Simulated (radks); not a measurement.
Q: These are the eigenvalues of the occupied orbitals of an atom or ion with whole-number occupations (Ry). Method: Dirac Kohn-Sham, PBE, spin-unpolarised, spherical densities, point nucleus; computed with a radial shooting solver on a logarithmic mesh with Libxc functionals.

| orbital | eigenvalue |
|---|---|
| 1s1/2 | -4694.404 |
| 2s1/2 | -1124.780 |
| 2p1/2 | -1105.948 |
| 2p3/2 | -1031.553 |

Which element is it, and in what charge state? The configuration may be excited. Open shells, if any, are shared by 2j + 1.

A: Z = 68, erbium, charge +62: Er62+ in [He] 2s2 2p2. The list shows which subshells hold electrons but not how many an open one holds; the 1s level, -2347.2 hartree, gives Z - s = 68.5 by -(Z - s)^2/2, which with screening and relativity narrows Z to a few neighbours, and the depths of the outer levels then fix element, charge and occupations together.
